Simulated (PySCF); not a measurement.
# Two-dimensional NMR puzzle

Compound of formula C6H9PSi. Correlations simulated from computed shifts and the bond graph:

HSQC (one-bond C–H):
```
  δH     δC
7.73  138.0
7.54  134.3
7.45  132.2
```

COSY cross peaks (H two or three bonds apart, from the bond graph; peaks can be absent where the dihedral angle is near 90°):
```
  δH    δH
7.73  7.54
7.54  7.45
4.04  3.39
```

HMBC (two and three bonds, from the bond graph):
```
  δH                          δC
7.73  140.1, 138.0, 134.3, 132.2
7.54  140.1, 138.0, 134.3, 132.2
7.45                138.0, 134.3
4.04                       140.1
3.39                140.1, 138.0
```

Carbons without hydrogens: δ 140.1.

PySCF calculation with shielding tensors at PBE0/pcSseg-1 (GIAO) and GFN2-xTB structure; one conformer, no solvent model, relativity neglected, one averaged value for each set of equivalent atoms.

Shifts are taken against calculated references (same method and geometry level): TMS for ¹H and ¹³C.

Exchangeable hydrogens are left out of these lists.

Question: Which molecule is this?

Answer: `[SiH3]Pc1ccccc1`.

Atom-mapped SMILES (the numbers label the heavy atoms): `[SiH3:1][PH:2][c:3]1[cH:4][cH:5][cH:6][cH:7][cH:8]1`; H(Xn) means a hydrogen on atom n.

- δC 140.1 is C3, a substituted aromatic carbon.
- δC 138.0 is C4/C8, an aromatic CH (δH 7.73).
- δC 134.3 is C5/C7, an aromatic CH (δH 7.54).
- δC 132.2 is C6, an aromatic CH (δH 7.45).
- HMBC from δH 7.73 reaches the proton-free carbon C3.
- HMBC from δH 7.54 reaches the proton-free carbon C3.
- HMBC from δH 4.04 reaches the proton-free carbon C3.
- HMBC from δH 3.39 reaches the proton-free carbon C3.
- COSY links 7.73–7.54, 7.54–7.45, 4.04–3.39.

This is the structure that produced the data.

Shifts are as computed. Against solution values, carbons near 30 ppm lie about +3 ppm off and those near 130 ppm about +5 ppm. Of 1211 compounds with measured shifts, 218 miss one by over three times the rms of a fit or turn the order of signals round; such compounds aren't used in these exercises.
